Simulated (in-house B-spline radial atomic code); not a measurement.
Inner levels of iridium as electrons are removed. A shift is the extra binding of the orbital against the neutral atom ([Xe] 4f14 5d3/2(4) 5d5/2(3) 6s2). The density at the nucleus is averaged over the nuclear charge. Computed with a B-spline radial code for spherical atoms: Dirac-Hartree-Fock, jj configuration that fills j = l - 1/2 first, finite nuclei.

A number in brackets counts the electrons of a j subshell.

```csv
ion,configuration,shift of 2p3/2 (eV),shift of 5s1/2 (eV),shift of 1s1/2 (eV),radius of 2p3/2 (bohr),radius of 5s1/2 (bohr),radius of 1s1/2 (bohr),Σ<r²> (bohr²),change of density at nucleus (bohr⁻³)
Ir,[Xe] 4f14 5d3/2(4) 5d5/2(3) 6s2,0,0,0,0.068518,0.99224,0.017439,66.433,-
Ir+,[Xe] 4f14 5d3/2(4) 5d5/2(3) 6s1,?,?,?,?,?,?,?,?
Ir2+,[Xe] 4f14 5d3/2(4) 5d5/2(3),17.367,17.226,17.477,0.068518,0.99451,0.017439,42.005,-189.6
Ir3+,[Xe] 4f14 5d3/2(4) 5d5/2(2),31.632,31.118,31.704,0.068517,0.99071,0.017439,36.963,-170.68
Ir4+,[Xe] 4f14 5d3/2(4) 5d5/2(1),47.34,46.184,47.371,0.068517,0.98604,0.017439,32.86,-145.04
Ir5+,[Xe] 4f14 5d3/2(4),64.323,62.235,64.315,0.068517,0.98068,0.017439,29.384,-113.08
Ir6+,[Xe] 4f14 5d3/2(3),82.898,79.372,82.81,0.068516,0.9745,0.017439,26.444,-71.68
Ir7+,[Xe] 4f14 5d3/2(2),102.56,97.257,102.39,0.068516,0.96793,0.017439,23.829,-24.53
Ir8+,[Xe] 4f14 5d3/2(1),123.25,115.82,123.01,0.068515,0.96108,0.017439,21.471,28.06
Ir9+,[Xe] 4f14,?,?,?,?,?,?,?,?
Ir10+,[Kr] 4d10 4f14 5s2 5p1/2(2) 5p3/2(3),?,?,?,?,?,?,?,?
Ir11+,[Kr] 4d10 4f14 5s2 5p1/2(2) 5p3/2(2),195.78,175.19,196.87,0.068512,0.93576,0.017439,16.234,267.44
```

Q: Fill in the row of Ir+.

A: shift of 2p3/2 (eV): 8.0856; shift of 5s1/2 (eV): 8.0543; shift of 1s1/2 (eV): 8.1301; radius of 2p3/2 (bohr): 0.068518; radius of 5s1/2 (bohr): 0.9936; radius of 1s1/2 (bohr): 0.017439; Σ<r²> (bohr²): 52.299; change of density at nucleus (bohr⁻³): -75.8.

Q: Fill in the row of Ir9+.

A: shift of 2p3/2 (eV): 144.93; shift of 5s1/2 (eV): 135.01; shift of 1s1/2 (eV): 144.61; radius of 2p3/2 (bohr): 0.068514; radius of 5s1/2 (bohr): 0.95403; radius of 1s1/2 (bohr): 0.017439; Σ<r²> (bohr²): 19.322; change of density at nucleus (bohr⁻³): 85.89.

Q: Fill in the row of Ir10+.

A: shift of 2p3/2 (eV): 169.98; shift of 5s1/2 (eV): 154.9; shift of 1s1/2 (eV): 170.33; radius of 2p3/2 (bohr): 0.068513; radius of 5s1/2 (bohr): 0.94478; radius of 1s1/2 (bohr): 0.017439; Σ<r²> (bohr²): 17.735; change of density at nucleus (bohr⁻³): 174.66.
